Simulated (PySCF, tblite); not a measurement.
Compound: C6H11P.
InChI=1S/C6H11P/c1-3-7-4-2-6(1)5-7/h6H,1-5H2

Method used: B3LYP/def2-SVPD in PySCF (dipole) on a GFN2-xTB geometry, gas phase.

Take the most abundant isotopes and a rigid rotor. 

Q: What are A, B and C (MHz)?

A: Ia = 174.77, Ib = 185.33, Ic = 230.35 u·Å²; 505379 MHz·u·Å²/I gives A = 2892, B = 2727, C = 2194 MHz.

Q: Classify the top.

A: An asymmetric top. Ray's parameter κ = (2B − A − C)/(A − C) = 0.528; −1 is the prolate and +1 the oblate limit.

Q: Is it planar, by Δ = Ic − Ia − Ib?

A: Not planar: Δ = Ic − Ia − Ib = -129.75 u·Å². For a rigid frame Δ = −2 Σ m c², so Σ m c² = 64.88 u·Å² lies off the ab plane: 19.92 from hydrogen and 44.96 from heavier atoms. The atom farthest from that plane is 2.07 Å away.

Q: Give the coordinates in the principal-axis frame, origin at the centre of mass.

A: The sense of each axis is arbitrary; atoms in the order of the calculation.
| atom | mass (u) | a (Å) | b (Å) | c (Å) |
| --- | --- | --- | --- | --- |
| C1 | 12.000 | -1.105 | 1.253 | 0.382 |
| C2 | 12.000 | 0.387 | 1.362 | 0.739 |
| P3 | 30.974 | 1.279 | 0.001 | -0.178 |
| C4 | 12.000 | 0.389 | -1.362 | 0.738 |
| C5 | 12.000 | -1.104 | -1.254 | 0.382 |
| C6 | 12.000 | -1.281 | -0.001 | -0.478 |
| C7 | 12.000 | -0.093 | 0.000 | -1.433 |
| H8 | 1.008 | -1.420 | 2.131 | -0.186 |
| H9 | 1.008 | -1.726 | 1.197 | 1.277 |
| H10 | 1.008 | 0.802 | 2.326 | 0.439 |
| H11 | 1.008 | 0.572 | 1.246 | 1.808 |
| H12 | 1.008 | 0.806 | -2.326 | 0.440 |
| H13 | 1.008 | 0.573 | -1.245 | 1.808 |
| H14 | 1.008 | -1.419 | -2.132 | -0.186 |
| H15 | 1.008 | -1.724 | -1.199 | 1.277 |
| H16 | 1.008 | -2.247 | -0.001 | -0.990 |
| H17 | 1.008 | -0.053 | -0.887 | -2.066 |
| H18 | 1.008 | -0.053 | 0.888 | -2.065 |

Q: Which lines would a microwave search look for?

A: The dipole components are |μa| = 1.46 D, |μb| = 0.00 D, |μc| = 0.21 D; the mirror of this Cs structure is the ac plane, so μb vanishes by symmetry and there are no b-type lines. Intensities carry the squares of the components, which stand as 1.00 : 0.02 (a : c). Some lines, for components of 0.1 D or more:

```
type  branch         J(Ka,Kc)    MHz  lower level (cm⁻¹)
   a       Q  2(2,0) ← 2(2,1)    401               0.550
   c       Q  2(2,1) ← 2(1,1)    494               0.533
   a       Q  1(1,0) ← 1(1,1)    533               0.170
   a       Q  5(4,1) ← 5(4,2)    801               2.732
   c       Q  5(4,2) ← 5(3,2)    868               2.703
   a       Q  2(1,1) ← 2(1,2)   1599               0.480
   a       Q  3(1,2) ← 3(1,3)   2940               0.939
   a       Q  4(1,3) ← 4(1,4)   4231               1.545
   a       R  2(0,2) ← 1(0,1)   9441               0.164
   c       R  2(2,0) ← 1(1,0)  11270               0.187
   a       R  3(0,3) ← 2(0,2)  13789               0.479
   a       R  3(1,2) ← 2(1,1)  15101               0.533
   a       R  3(2,1) ← 2(2,0)  15737               0.563
   c       R  3(2,1) ← 2(1,1)  16632               0.533
   c       R  3(3,1) ← 2(2,1)  17121               0.550
   a       R  4(1,4) ← 3(1,3)  18160               0.939
   a       R  4(1,3) ← 3(1,2)  19451               1.037
   a       R  4(3,1) ← 3(3,0)  20982               1.130
   c       R  4(3,1) ← 3(2,1)  22224               1.088
   c       R  4(2,3) ← 3(1,3)  22420               0.939
   c       R  4(4,0) ← 3(3,0)  22744               1.130
   a       R  5(4,1) ← 4(4,0)  26105               1.888
   a       R  5(3,2) ← 4(3,1)  26198               1.830
   c       R  5(4,1) ← 4(3,1)  27868               1.830
   c       R  5(2,3) ← 4(1,3)  27938               1.686
   c       R  5(3,3) ← 4(2,3)  28017               1.687
   c       R  5(4,2) ← 4(3,2)  28165               1.793
   c       R  5(5,0) ← 4(4,0)  28539               1.888
```

Its GFN2-xTB frequencies are all real (lowest 97 cm⁻¹). These are rigid-rotor constants of the computed structure; measured ground-state constants (B0) also hold zero-point vibration.

Rough CPU time on one thread of a shared machine: about 1.7 min. This is the B3LYP/def2-SVPD job that gave the dipole, with the excitations it also computed.
